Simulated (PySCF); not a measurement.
**How methods differ on the excitation energy of Sc⁺**

Sc⁺ [Ar] 3d1 4s1 (3D) → Sc⁺ [Ar] 4s2 (1S), as a difference of total energies. Calculation: PySCF 2.14, in aug-cc-pVQZ-DK (9s8p6d4f3g2h, 140 functions); the spin-free X2C one-electron Hamiltonian (Gaussian nucleus). Correlated levels: valence: [Ar] frozen. The calculations carry no spin-orbit coupling.

Task: Order these methods by the excitation energy they give, lowest first.
A. BLYP
B. PBE0
C. MP2 (valence)
D. BHandHLYP

Result: C (1.420 eV), D (1.974 eV), A (2.140 eV), B (2.255 eV).

For comparison: 1.442 eV (measured; NIST levels, between the centres of gravity of the two terms).
